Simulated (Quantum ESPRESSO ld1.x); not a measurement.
All-electron atom: S II in [Ne] 3s2 3p3. Method: scalar-relativistic Kohn-Sham, PBE, spin-unpolarised, spherical densities, point nucleus; computed with ld1.x of Quantum ESPRESSO 7.5.

Radial electron density D(r) = 4 pi r^2 rho(r):

r (bohr),D(r) (e/bohr)
0.007037,1.374
0.009237,2.198
0.01212,3.439
0.01579,5.169
0.02072,7.580
0.0272,10.59
0.03542,13.79
0.04649,16.72
0.06102,18.30
0.08009,17.76
0.1043,15.37
0.1369,12.71
0.1797,12.24
0.234,14.58
0.3071,17.37
0.4031,16.70
0.5291,11.68
0.6889,6.024
0.9043,3.119
1.187,3.096
1.546,3.257
2.029,2.281
2.663,0.9777
3.495,0.2500
4.551,0.03765
5.974,0.002489

D(r) has 3 maxima, at r = 0.0656, 0.341, 1.43 bohr, and minima at 0.163, 1.02 bohr, inside which lie 2.18, 10.38 electrons.
